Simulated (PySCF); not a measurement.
**CsTe at PBE0**

Level: PBE0. Cs def2-SVP with ECP46, Te def2-SVP with ECP28; scalar-relativistic core potentials (PySCF 2.14).

```
state                                            : ²Σ⁺ (doublet), unpaired electrons σ ↑, a second solution, started from another occupation
bond length                                      : 3.327 Å
harmonic wavenumber                              : 109 cm⁻¹
force constant                                   : 0.463 mdyn/Å
rotational constant Be                           : 0.02318 cm⁻¹
anharmonicity ωexe                               : 0.221 cm⁻¹
vibration–rotation constant αe                   : 6.85e-05 cm⁻¹
energy of the minimum from ground-state Cs + Te  : -2.02 eV
bond order (Mayer)                               : 0.79
dipole moment (positive dipole means Cs(−)Te(+)) : -11.36 D
```

Spin–orbit coupling is left out, which matters for elements this heavy, above all for dissociation energies.
